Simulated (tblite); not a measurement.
Compound: C5H12FPSi.
Z-matrix (Å and degrees, GFN2-xTB geometry), rows numbered from 1:
```
C 
C   1  1.5324
C   2  1.5311  1  110.65
C   2  1.4981  1  109.45  3  -121.16
F   4  1.3628  2  112.02  1    64.48
P   4  1.6795  2  134.07  1  -113.19
C   6  1.8536  4  103.10  2    -1.54
Si  7  1.9115  6  113.14  4   -83.53
H   1  1.0878  2  110.17  3    61.64
H   1  1.0875  2  110.18  3   -58.31
H   1  1.0882  2  110.51  3  -178.43
H   2  1.0928  1  109.20  3   119.75
H   3  1.0877  2  110.30  1   -61.22
H   3  1.0883  2  110.50  1   178.77
H   3  1.0877  2  110.04  1    58.69
H   7  1.0917  6  105.51  4   158.14
H   7  1.0888  6  110.47  4    42.96
H   8  1.4644  7  110.17  6    58.98
H   8  1.4616  7  108.73  6   -61.57
H   8  1.4647  7  107.50  6   178.26
```

Computed values, GFN2-xTB/tblite, gas phase, harmonic and unscaled. The method is semi-empirical: single wavenumbers can be off by several per cent or more. Modes of hydrogen on silicon can be 10 to 20 % off. One conformer, not necessarily the lowest.

Harmonic wavenumbers (cm⁻¹): 44.9, 65.4, 80.6, 86.1, 178.5, 188.8, 200.1, 217.6, 234.1, 260.2, 328.6, 373.6, 483.0, 512.3, 519.8, 523.1, 676.9, 712.8, 733.8, 767.6, 776.6, 784.8, 798.3, 927.7, 949.2, 983.6, 1021.3, 1037.6, 1124.9, 1130.5, 1159.4, 1173.1, 1227.1, 1295.9, 1352.2, 1401.6, 1416.8, 1440.2, 1489.5, 1492.4, 1499.1, 1503.2, 2256.7, 2260.1, 2284.3, 2963.2, 2967.2, 2983.2, 3026.8, 3030.6, 3031.8, 3034.8, 3040.2, 3043.7.

A = 1878, B = 878.4, C = 734.3 MHz; mass 150.043 u (most abundant isotopes); point group C1, symmetry number 1.

**Question.** What is the zero-point energy?

**Answer.** ½Σν̃ = 33548 cm⁻¹ = 401.32 kJ/mol.

**Question.** Entropy at 273.15 K, 1 bar (ideal gas, RRHO, classical rotation)?

**Answer.** Translation 169.53, rotation 124.27, vibration 140.85: S = 434.6 J/(mol K).

**Question.** And Cp and H(273.15 K) − H(0)?

**Answer.** Cp = 172.93 J/(mol K), of which vibrations give 139.67 (their classical limit is 54 R = 449.0); H(273.15 K) − H(0) = 29.20 kJ/mol without the zero-point energy, 20.12 from vibrations.

**Question.** What must be added to the electronic energy to get the Gibbs energy at 273.15 K and 1 bar?

**Answer.** ZPE + [H(273.15 K) − H(0)] − T·S = 401.32 + 29.20 − 118.72 = 311.80 kJ/mol.

**Question.** Blend soft modes into free rotors: weight 1/[1 + (100 cm⁻¹/ν̃)⁴] for the oscillator and the rest for a rotor with moment μB/(μ + B), μ = h/(8π²ν), B = 10⁻⁴⁴ kg m². What vibrational entropy results?

**Answer.** 128.65 J/(mol K) in place of 140.85, which changes −T·S at 273.15 K by +3.33 kJ/mol.

**Question.** How do the functions run with temperature in this model?

**Answer.** 
```csv
T (K),S (J/(mol K)),Cp (J/(mol K)),H − H(0) (kJ/mol),G − H(0) (kJ/mol),ln q(vib)
50,254.8,61.9,2.25,-10.49,0.69
100,307.4,92.1,6.13,-24.61,2.28
298.15,450.3,184.1,33.67,-100.58,8.89
373.15,495.1,215.9,48.69,-136.05,11.27
500,564.9,261.7,79.08,-203.35,15.16
750,684.1,325.9,153.12,-359.93,22.34
1000,784.0,368.3,240.25,-543.79,28.88
```

q(vib) and H(0) count from the zero-point level.

**Question.** Which modes carry the vibrational entropy at 273.15 K?

**Answer.** 44.9 cm⁻¹: 20.32; 65.4 cm⁻¹: 17.22; 80.6 cm⁻¹: 15.50; 86.1 cm⁻¹: 14.96; 178.5 cm⁻¹: 9.13; 188.8 cm⁻¹: 8.69 J/(mol K); the other 48 give 55.03 together.

Hindered rotation and anharmonicity are outside this model. Other conformers, if any are populated, would add a mixing term that is left out. The structure is chiral; the term R ln 2 for an equal mix with its mirror image is left out.
